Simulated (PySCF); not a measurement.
## How methods differ on the ionisation energy of Ta²⁺

Ta²⁺ [Xe] 4f14 5d3 [5d3/2^3, M_J = 3/2] → Ta³⁺ [Xe] 4f14 5d2 [5d3/2^2, M_J = 2], as a difference of total energies. All numbers are calculated (PySCF 2.14, the two-component X2C-1e Hamiltonian, in x2c-TZVPall-2c (11s11p10d2f, 108 functions)). "Screened" scales the spin-orbit matrix elements by Boettger's factors to mimic the two-electron term; Breit and QED terms are absent.

| method | ionisation energy (eV) |
| --- | --- |
| GHF (spin-free) | 23.172 |
| GHF (screened spin-orbit) | 23.007 |

The spin-free rows relax to the high-spin LS determinant and lack the spin-orbit shift.

Errors of the correlated levels include the incompleteness of this basis and the frozen core.

The labels give the starting determinants; with spin-orbit coupling the two ends relaxed to ⟨J²⟩ = 5.87, ⟨L²⟩ = 11.87, ⟨S²⟩ = 3.73 and ⟨J²⟩ = 6.45, ⟨L²⟩ = 11.44, ⟨S²⟩ = 1.90.

The determinant of Ta²⁺ and of Ta³⁺ mixes levels of different J (the jj label is only the starting occupation), so the difference between spin-free and spin-orbit rows is not the physical spin-orbit shift.

For comparison: 23.1 ± 1.6 eV (theoretical estimate listed by NIST; NIST Atomic Spectra Database, ionization energies).
